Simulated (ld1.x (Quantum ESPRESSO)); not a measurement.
# An all-electron radial function and its pseudo partner (Tm (Z = 69))

Columns: radius, all-electron u(r) and pseudo u(r) of the 6s shell (level -3.87 eV) of thulium in the configuration [Xe] 4f13 5d1 6s1 6p0; PBEsol, scalar-relativistic, TM scheme, ld1.x (Quantum ESPRESSO) 7.5.

```json
{"r (bohr)": "0.210", "all-electron": "0.0636", "pseudo": "-0.0136"}
{"r (bohr)": "0.420", "all-electron": "-0.1427", "pseudo": "-0.0284"}
{"r (bohr)": "0.630", "all-electron": "0.0603", "pseudo": "-0.0460"}
{"r (bohr)": "0.840", "all-electron": "0.2227", "pseudo": "-0.0679"}
{"r (bohr)": "1.050", "all-electron": "0.2325", "pseudo": "-0.0959"}
{"r (bohr)": "1.260", "all-electron": "0.1437", "pseudo": "-0.1317"}
{"r (bohr)": "1.470", "all-electron": "0.0149", "pseudo": "-0.1767"}
{"r (bohr)": "1.680", "all-electron": "-0.1182", "pseudo": "-0.2308"}
{"r (bohr)": "1.890", "all-electron": "-0.2375", "pseudo": "-0.2923"}
{"r (bohr)": "2.100", "all-electron": "-0.3364", "pseudo": "-0.3567"}
{"r (bohr)": "2.310", "all-electron": "-0.4135", "pseudo": "-0.4181"}
{"r (bohr)": "2.520", "all-electron": "-0.4706", "pseudo": "-0.4705"}
{"r (bohr)": "2.730", "all-electron": "-0.5104", "pseudo": "-0.5099"}
{"r (bohr)": "2.940", "all-electron": "-0.5356", "pseudo": "-0.5355"}
{"r (bohr)": "3.150", "all-electron": "-0.5489", "pseudo": "-0.5489"}
{"r (bohr)": "3.360", "all-electron": "-0.5526", "pseudo": "-0.5526"}
{"r (bohr)": "3.570", "all-electron": "-0.5484", "pseudo": "-0.5484"}
{"r (bohr)": "3.780", "all-electron": "-0.5381", "pseudo": "-0.5381"}
{"r (bohr)": "3.990", "all-electron": "-0.5227", "pseudo": "-0.5227"}
{"r (bohr)": "4.200", "all-electron": "-0.5036", "pseudo": "-0.5036"}
{"r (bohr)": "4.410", "all-electron": "-0.4818", "pseudo": "-0.4818"}
{"r (bohr)": "4.620", "all-electron": "-0.4580", "pseudo": "-0.4580"}
{"r (bohr)": "4.830", "all-electron": "-0.4329", "pseudo": "-0.4329"}
{"r (bohr)": "5.040", "all-electron": "-0.4072", "pseudo": "-0.4072"}
{"r (bohr)": "5.250", "all-electron": "-0.3813", "pseudo": "-0.3813"}
{"r (bohr)": "5.460", "all-electron": "-0.3557", "pseudo": "-0.3557"}
```

Problem. How many radial nodes do the two functions have?

Solution. The all-electron 6s function has n − l − 1 = 5 (the table is too coarse to show those close to the nucleus); the pseudo-wave has 0, since the states of the same l below it are removed with the core.

Problem. At about which radius was the pseudo-wave matched?

Solution. 3.25 bohr. The columns agree to 0.0005 from 2.52 bohr on; several derivatives are matched, so the curves merge somewhat inside the radius.

Problem. Is the pseudo-wave norm-conserving?

Solution. Yes: the TM scheme keeps the norm inside the radius equal to the all-electron one, which fixes the energy derivative of the logarithmic derivative at the level.
